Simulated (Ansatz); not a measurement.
```
atom    x (Å)    y (Å)    z (Å)
   O  -0.0376   0.0040  -0.4530
   O  -0.0167   1.0707   0.1641
   O   0.0037  -1.1105   0.2070
```

Basis set: 6-31G* (spherical functions). Left uncorrelated: 3 orbitals. Charge 0, multiplicity 1.

Computed with Ansatz (development build ahead of 0.2.0); each method stands on the lowest determinant of its kind that the runs found. Restricted open shells among the atoms or ions are ROHF, correlated in semicanonical orbitals with singles.

Task: Give the atomization energy at this shape (free ground-state atoms in the same class of orbitals less the molecule, no zero-point energy) of singlet O3 by RHF-MP2, RHF.

Result:

```json
{"method": "RHF-MP2", "atomization energy": "574.4 kJ/mol"}
{"method": "RHF", "atomization energy": "-231.2 kJ/mol"}
```

Caution: in another basis set an unrestricted determinant lies well below. Caution for RHF: the molecule lies well above its atoms at this level.
